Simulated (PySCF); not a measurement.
Electron correlation in Ca (calcium, neutral)

[Ar] 4s2, closed-shell 1S. Computed with PySCF 2.14 in aug-cc-pwCVTZ-X2C, with scalar relativity by spin-free X2C-1e. Frozen: [Ar]; 2 electrons correlated.

With two correlated electrons CCSD is exact within the correlated space (frozen core and kept virtual orbitals).

```
level  correlation energy (mhartree)
 CCSD                         -28.71
```

Diagnostics: T1 = 0.018, D1 = 0.0255, largest double amplitude 0.068.

Question: Is a single reference adequate?

Answer: Yes: T1 lies below 0.03 and no double amplitude reaches 0.07.
